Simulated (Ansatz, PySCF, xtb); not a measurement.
Gas-phase reaction 2 R1 → P1 + P2, each structure at its B3LYP-D3(BJ)/def2-TZVP stationary point, reached from a drawn start (curvature not checked).
P1: C2H6 (SMILES CC), charge 0, multiplicity 1.
R1: CH4 (SMILES C), charge 0, multiplicity 1.
P2, H2 (SMILES [H][H]) (charge 0, multiplicity 1):
```xyz
2

H      0.00000     0.00000     0.37199
H      0.00000     0.00000    -0.37199
```

P less R. No zero-point or thermal terms.

The values were computed with Ansatz (Gaussian basis) for Hartree–Fock, density functionals and correlated methods; PySCF for the D3/D4 terms; xtb for the GFN methods. Each number belongs to the level named beside it.

**Question.** One of these levels gives 19.95 kcal/mol for the reaction energy. Which one is it?
(A) BLYP/def2-TZVPP
(B) GFN1-xTB
(C) revPBE-D3(BJ)/def2-TZVPP

**Answer.** A, BLYP/def2-TZVPP. The others give 26.63 (GFN1-xTB), 17.47 (revPBE-D3(BJ)/def2-TZVPP)

Ansatz is a quantum-chemistry and plane-wave program.
